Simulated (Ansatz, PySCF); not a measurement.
Molecule: SnI, charge 1, multiplicity 1. 
Coordinates optimised at B3LYP-D3(BJ)/def2-TZVP (Ansatz, a program for electronic structure):
SMILES: [Sn+][I]
```xyz
2

Sn     0.0000     0.0000    -1.3461
I      0.0000     0.0000     1.2699
```
Charge +1, spin multiplicity 1.

Property: vertical ionisation energy (to the doublet state of charge +2; each state is the SCF solution reached for its spin), in eV. Valence correlation only, unless marked. Open shells are spin-unrestricted. No spin-orbit coupling. Frozen are the shells of the preceding noble gas and the d and f shells that filled before the atom's block. In def2 rows, elements after Kr have scalar-relativistic effective core potentials. CBS marks a two-point X^-3 extrapolation of the correlation energy; Hartree-Fock from the larger set.

| level | program | vertical ionisation energy (eV) | minus last row |
|---|---|---|---|
| SVWN5/def2-TZVPD | Ansatz | 15.89 | 0.28 |
| PBE/def2-TZVPD | Ansatz | 15.56 | -0.05 |
| r2SCAN/def2-TZVPD | Ansatz | 15.60 | -0.01 |
| B3LYP/def2-TZVPD | Ansatz | 15.56 | -0.05 |
| PBE0/def2-TZVPD | Ansatz | 15.50 | -0.11 |
| BHLYP/def2-TZVPD | Ansatz | 15.34 | -0.27 |
| CAM-B3LYP/def2-TZVPD | Ansatz | 15.48 | -0.13 |
| wB97M-V/def2-TZVPD | Ansatz | 15.36 | -0.25 |
| wB97X-V/def2-TZVPD | Ansatz | 15.41 | -0.20 |
| CCSD/def2-SVPD | Ansatz | 15.23 | -0.38 |
| CCSD/def2-TZVPPD | Ansatz | 15.29 | -0.32 |
| CCSD/def2-QZVPPD | Ansatz | 15.39 | -0.22 |
| CCSD/CBS(def2-TZVPPD,def2-QZVPPD) | Ansatz | 15.46 | -0.15 |
| CCSD(T)/def2-SVPD | Ansatz | 15.32 | -0.29 |
| CCSD(T)/def2-TZVPPD | Ansatz | 15.41 | -0.20 |
| CCSD(T)/def2-QZVPPD | Ansatz | 15.52 | -0.09 |
| CCSD(T)/CBS(def2-TZVPPD,def2-QZVPPD) | Ansatz | 15.61 | 0.00 |

For comparison, minus the highest occupied orbital energy (PySCF): 15.56 eV at HF/def2-TZVPD, 12.50 eV at BP86/def2-TZVPD, 13.88 eV at MN15/def2-TZVPD.
